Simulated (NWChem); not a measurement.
Molecule: CH3FO2Si; SMILES C1O[SiH](O1)F

```xyz
8

F     -0.4798    -1.8070     0.0000
Si     0.4298    -0.4930     0.0000
O     -0.0145     0.6727    -1.1133
C     -0.3551     1.5273     0.0000
O     -0.0145     0.6727     1.1133
H      1.8258    -0.9602     0.0000
H      0.2609     2.4313     0.0000
H     -1.4232     1.7670     0.0000
```
Atoms are numbered in this order, from 1.

Results from NWChem. Pople sets run with spherical d functions. Geometry: optimised at B3LYP/6-31G* (spherical d). Ions are spin-unrestricted doublets at the neutral geometry; other ion states weren't tried. Functional: LC-ωPBE (HJS hole) with 6-31G*; rows give the range parameter ω in 1/bohr.

**Question.** At which range parameter does −ε(HOMO) equal the ΔSCF ionisation energy (optimal tuning)?

**Answer.** about 0.47 per bohr, by linear interpolation in these runs:
```tsv
range parameter (1/bohr)	vertical ionisation energy, ΔSCF (eV)	−ε(HOMO) (eV)	ΔSCF minus −ε(HOMO) (eV)
0.15	10.61	9.06	1.55
0.25	10.91	10.17	0.74
0.30	11.09	10.63	0.46
0.60	12.03	12.40	-0.37
0.80	12.37	12.98	-0.61
```
